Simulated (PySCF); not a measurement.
Structure problem from calculated spectra and properties.

Formula: C5H12N2O.

- Rotational structure: rotational constants A, B, C: 3.197, 1.667, 1.226 GHz [GFN2-xTB]
- 13C NMR: chemical shifts (computed TMS as zero) by class: 169.0 (1 C), 42.0 (2 C), 39.0 (2 C) ppm [GIAO PBE0/pcSseg-1]
- Dipole: 3.44 D [PBE0/pcSseg-1]
- NMR, other nuclei: isotropic shieldings of nuclei other than C and H, by class: 183 (2 N), -19 (1 O) ppm [GIAO PBE0/pcSseg-1]
- 1H NMR: chemical shifts (computed TMS as zero) by class: 2.85 (6 H), 2.84 (6 H) ppm [GIAO PBE0/pcSseg-1]

The electronic properties come from PySCF, for the isolated species, density fitting. Levels stand in brackets. Isolated species at its GFN2-xTB geometry (one conformer only). Each NMR value is the plain mean over a class of atoms that symmetry, rotation or inversion makes alike.

Question: Propose a structure and show how it fits.

Answer: Numbering: `[CH3:1][N:2]([CH3:3])[C:4](=[O:5])[N:6]([CH3:7])[CH3:8]`. Its formula, C5H12N2O, gives 1 degree of unsaturation: 0 rings and 1 π bond in the structure found. 5 carbons fall into 3 classes; from least to most shielded: urea-type carbonyl carbon [C4] (169.0 ppm), N-methyl carbon [C3/C8] (42.0 ppm, 2 C), N-methyl carbon [C1/C7] (39.0 ppm, 2 C). Hydrogen classes from least to most shielded: 6 H on 2 N-methyl carbons, C3/C8 (2.85 ppm, a mean of values up to 0.7 ppm apart in this geometry), 6 H on 2 N-methyl carbons, C1/C7 (2.84 ppm, a mean of values up to 1.6 ppm apart in this geometry). The other shieldings belong to: 183 ppm, nitrogen bound to a carbonyl carbon [N2/N6]; -19 ppm, carbonyl oxygen [O5]. The optimised geometry has point group C2 and is an asymmetric top. Structure: `CN(C)C(=O)N(C)C`. Computed isomers that give other values at the same levels: `CC(=O)C(CN)CN` (13C chemical shifts (computed TMS as zero) by class: 213.6 (1 C), 66.7 (1 C), 53.2 (2 C), 30.5 (1 C) ppm). The assignments are read from this structure; whether some other isomer fits the data as well wasn't checked.

Conformer computed: `[CH3:1][N:2]([CH3:3])[C:4](=[O:5])[N:6]([CH3:7])[CH3:8]`: C1–N2–C4–O5 7°, N2–C4–N6–C7 -173°.
